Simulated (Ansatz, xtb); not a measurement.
# Relative energy of two isomers of C7H8O

Structure I: `C#C/C=C/C=C/OC`, a singlet. Structure II: `C#C/C=C(\C=C)OC`, a singlet. Both are isolated molecules in the gas phase, relaxed with PBE-D3(BJ)/def2-SVP; the shapes shown needn't be the lowest conformers.

I (Å):

```json
{"atom": "C", "x (Å)": "-2.9363", "y (Å)": "-2.3694", "z (Å)": "1.1388"}
{"atom": "C", "x (Å)": "-2.0169", "y (Å)": "-1.9697", "z (Å)": "0.4274"}
{"atom": "C", "x (Å)": "-0.9492", "y (Å)": "-1.5434", "z (Å)": "-0.3981"}
{"atom": "C", "x (Å)": "-0.6491", "y (Å)": "-0.2336", "z (Å)": "-0.6663"}
{"atom": "C", "x (Å)": "0.4375", "y (Å)": "0.2003", "z (Å)": "-1.5066"}
{"atom": "C", "x (Å)": "0.6879", "y (Å)": "1.5232", "z (Å)": "-1.7374"}
{"atom": "C", "x (Å)": "2.5571", "y (Å)": "1.1816", "z (Å)": "-3.1499"}
{"atom": "O", "x (Å)": "1.6602", "y (Å)": "2.0651", "z (Å)": "-2.4939"}
{"atom": "H", "x (Å)": "-3.7457", "y (Å)": "-2.7133", "z (Å)": "1.7663"}
{"atom": "H", "x (Å)": "-0.3236", "y (Å)": "-2.3354", "z (Å)": "-0.8501"}
{"atom": "H", "x (Å)": "-1.2807", "y (Å)": "0.5485", "z (Å)": "-0.2093"}
{"atom": "H", "x (Å)": "1.0694", "y (Å)": "-0.5776", "z (Å)": "-1.9638"}
{"atom": "H", "x (Å)": "0.0632", "y (Å)": "2.3121", "z (Å)": "-1.2857"}
{"atom": "H", "x (Å)": "3.2697", "y (Å)": "1.8125", "z (Å)": "-3.7115"}
{"atom": "H", "x (Å)": "2.0196", "y (Å)": "0.5112", "z (Å)": "-3.8567"}
{"atom": "H", "x (Å)": "3.1144", "y (Å)": "0.5549", "z (Å)": "-2.4187"}
```

II (Å):

```
atom    x (Å)    y (Å)    z (Å)
   C  -1.2067  -4.0567  -1.0700
   C  -1.3802  -2.8398  -1.0802
   C  -1.6283  -1.4478  -1.0994
   C  -0.6514  -0.4866  -0.9368
   C   0.7570  -0.8155  -0.7257
   C   1.7374   0.0990  -0.5631
   C  -2.2260   1.2954  -1.1535
   O  -0.8990   0.8465  -0.9566
   H  -1.0478  -5.1252  -1.0598
   H  -2.6740  -1.1408  -1.2555
   H   0.9793  -1.8937  -0.7064
   H   1.5161   1.1767  -0.5823
   H   2.7808  -0.2119  -0.4072
   H  -2.1901   2.4002  -1.1330
   H  -2.9042   0.9366  -0.3473
   H  -2.6308   0.9610  -2.1348
```

Quicker runs give these differences E(II) − E(I): GFN2-xTB +2.60 kcal/mol; HF/STO-3G +0.78 kcal/mol (at GFN2-xTB geometries); r2SCAN-D4/def2-SVP +0.52 kcal/mol (at GFN2-xTB geometries).

Question: Estimate E(II) − E(I) at the level CCSD(T)/def2-SVP + ΔMP2/def2-TZVPP.

Answer: CCSD(T)/def2-SVP + ΔMP2/def2-TZVPP gives E(II) − E(I) = −0.78 kcal/mol, slightly favouring structure II, which is too small a margin to settle the true order.

The same difference at several levels:

```
                             level             geometry  E(II) − E(I) (kcal/mol)  departure from the last row (kcal/mol)  job, with rough time for the two
                          GFN2-xTB             GFN2-xTB                     +2.60                                   +3.38              optimisation, 0.26 s
                         HF/STO-3G             GFN2-xTB                     +0.78                                   +1.56               single point, 0.5 s
                r2SCAN-D4/def2-SVP             GFN2-xTB                     +0.52                                   +1.30               single point, 5.7 s
               PBE-D3(BJ)/def2-SVP  PBE-D3(BJ)/def2-SVP                     +1.08                                   +1.86                optimisation, 33 s
                       HF/def2-SVP  PBE-D3(BJ)/def2-SVP                     −0.12                                   +0.66           part of the CCSD(T) run
                      MP2/def2-SVP  PBE-D3(BJ)/def2-SVP                     −0.40                                   +0.38           part of the CCSD(T) run
                  CCSD(T)/def2-SVP  PBE-D3(BJ)/def2-SVP                     −0.58                                   +0.20                      single point
CCSD(T)/def2-SVP + ΔMP2/def2-TZVPP  PBE-D3(BJ)/def2-SVP                     −0.78                                                     single point, 2.9 min
```

As drawn, both hold the same kinds of bond in the same numbers.

The largest departure from CCSD(T)/def2-SVP + ΔMP2/def2-TZVPP is that of GFN2-xTB, 3.38 kcal/mol. The last row adds to CCSD(T) the change of the MP2 difference between the two basis sets, here −0.20 kcal/mol.

With thermal terms from frequencies at re-optimised GFN2-xTB minima (ideal gas, soft modes damped towards free rotors, one conformer each, 298.15 K, 1 atm): the zero-point term adds −0.21 kcal/mol; ΔH is −1.00 and ΔG −0.90 kcal/mol.

The correlated steps freeze 8 core orbitals. Run with Ansatz 0.2.0, xtb 6.7.1; the last row on 2 threads of Arm Neoverse V2 on a shared host.
